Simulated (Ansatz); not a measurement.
Cost and result for the atomization energy of ClGaHO (`[OH][Ga][Cl]`) radical (4 atoms, 3 bonds).

Z-matrix (Å, degrees):
```
O
Ga 1 1.791
H 1 0.963 2 112.0
Cl 2 2.174 1 118.1 3 0.1
```

Charge 0, multiplicity 2. Correlated methods include outer-core shells of Ga, which these sets cover unevenly. Scalar relativity is left out up to krypton. All single points use the PBE0-D4/def2-TZVP geometry. It is one conformer, not always the lowest. Program: Ansatz. Hardware: A = 2 threads of a server CPU on a shared host; B = 2 threads of an AMD EPYC 7R13 on a shared host and a share of an NVIDIA H100 80 GB. Times are those of one run each, without the atoms' runs, and a repeat can differ threefold. Electronic energies, without spin–orbit coupling; frozen cores. CCSD(T)/CBS adds CCSD(T) − MP2 in def2-TZVPP to the MP2 limit, and its time is that of the two runs behind it. T1 = 0.015; ⟨S²⟩ of the reference is 0.76. With those shells the extrapolation isn't a true limit. B3LYP takes the VWN-RPA correlation (the form of Gaussian; ORCA's B3LYP/G).

CCSD(T)/CBS is a level of theory with its own doubt, some kJ/mol a heavy atom from the limit and from the frozen cores, so smaller differences don't rank the functionals.

```tsv
level	functions	wall time	atomization (kJ/mol)	difference from CCSD(T)/CBS	per bond
PBE-D4/def2-TZVPP (with forces) [A]	135	3.4 s	1169.9	28.2	9.4
PBE0-D4/def2-TZVPP [A]	135	4 s	1131.4	-10.3	-3.4
BHLYP-D4/def2-TZVPP [A]	135	5.5 s	1065.6	-76.1	-25.4
B3LYP-D4/def2-TZVPP (with forces) [A]	135	5.5 s	1116.2	-25.5	-8.5
r2SCANh-D4/def2-TZVPP [A]	135	8.5 s	1146.3	4.6	1.5
CCSD(T)/def2-SVP [A]	69	9.5 s	1045.9	-95.8	-31.9
CCSD(T)/def2-TZVPP [B]	135	10 s	1114.7	-27.0	-9.0
PBE-QIDH/def2-TZVPP [A]	135	11 s	1137.7	-4.0	-1.3
r2SCAN-D4/def2-TZVPP (with forces) [A]	135	12 s	1162.7	21.0	7.0
B97M-V/def2-TZVPP [A]	135	13 s	1143.3	1.6	0.5
ωB97X-V/def2-TZVPP [A]	135	14 s	1140.7	-1.0	-0.3
CCSD(T)/def2-QZVPP [B]	246	17 s	1139.5	-2.2	-0.7
CCSD(T)/CBS(def2)	–	27 s	1141.7	0.0	0.0
```

From r2SCAN to r2SCAN0 (25 % exact exchange), in def2-TZVPP and without D4, the atomization energy moves by −39.9 kJ/mol: exact exchange takes away binding that semilocal exchange gives to molecules. Leaving LDA and LC-ωPBE aside and taking each functional with its dispersion term where it has one, the values spread over 104.3 kJ/mol, from BHLYP-D4 to PBE-D4. LDA lies +186.5 kJ/mol from PBE without D4, its usual overbinding. The D4 term adds +11.8 kJ/mol with B3LYP and +6.0 kJ/mol with PBE0; it sums over pairs of atoms, weighted by their polarisabilities, and B3LYP, whose exchange is more repulsive, gets the larger term.
